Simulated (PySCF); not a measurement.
Molecular orbitals of TeP

M06 at R = 2.240 Å; Te def2-TZVPP with ECP28, P def2-TZVPP; scalar-relativistic core potentials (PySCF 2.14). State: ²Π (doublet), unpaired electrons π ↑. Only the outer orbitals are listed, counted within each symmetry, core potentials removing the inner ones.

```tsv
spin	orbital	occ.	ε (eV)	on Te (%)	main shells (%)
α	7σ	1	-18.72	56	53 Te s, 38 P s
α	8σ	1	-14.33	46	52 P s, 39 Te s
α	9σ	1	-8.51	46	46 P p, 42 Te p
α	4π	1	-8.10	57	57 Te p, 41 P p
α	4π	1	-7.83	58	56 Te p, 40 P p
α	5π	1	-5.25	44	55 P p, 41 Te p
α	5π	0	-3.50	44	55 P p, 42 Te p
α	10σ	0	-0.13	67	66 Te p, 40 P p
α	11σ	0	3.27	71	68 Te p, 18 P d, 14 P p
β	7σ	1	-18.36	59	56 Te s, 34 P s
β	8σ	1	-13.69	44	55 P s, 36 Te s
β	9σ	1	-8.18	47	44 Te p, 43 P p, 8 P s
β	4π	1	-7.66	64	62 Te p, 34 P p
β	4π	1	-7.19	64	62 Te p, 34 P p
β	5π	0	-3.21	39	61 P p, 36 Te p
β	5π	0	-2.76	39	61 P p, 36 Te p
β	10σ	0	0.07	66	65 Te p, 41 P p
```

Problem. Which are the highest filled and the lowest empty level, where do they sit, and how wide is the gap?

Solution. Highest filled α 5π at -5.25 eV (in %: 55 P p, 41 Te p); lowest empty α 5π at -3.50 eV (in %: 55 P p, 42 Te p); the gap at M06 is 1.75 eV. Both belong to one degenerate shell, split only by its one-sided filling, so this is no excitation gap.

The bond order (Mayer) is 2.43, the ⟨S²⟩ is 0.758 and the charge on Te (Mulliken, basis-dependent) is 0.15. The charge on Te (Löwdin, basis-dependent) is 0.12 and the dipole moment (positive dipole means Te(−)P(+)) is -0.90 D.

Spin–orbit coupling is left out. The state was picked by a PBE0 search and need not be the measured ground state.
